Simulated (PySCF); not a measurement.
C2NiO2, SMILES [O+]#[C-]->[Ni]<-[C-]#[O+], multiplicity 1. Coordinates come from a PBE-D3(BJ)/def2-SVP optimisation. The multiplicity is an assumed one; other spin states were not compared.

Computed equilibrium geometry at PBE-D3(BJ)/def2-SVP (PySCF confirms it by a frequency run) as Cartesian coordinates in Å, and its point group:
point group C2v.
```xyz
5

Ni     0.0000     0.0000     0.5553
O      0.0000     2.5168    -0.8544
C      0.0000     1.5864    -0.1565
O      0.0000    -2.5168    -0.8544
C      0.0000    -1.5864    -0.1565
```
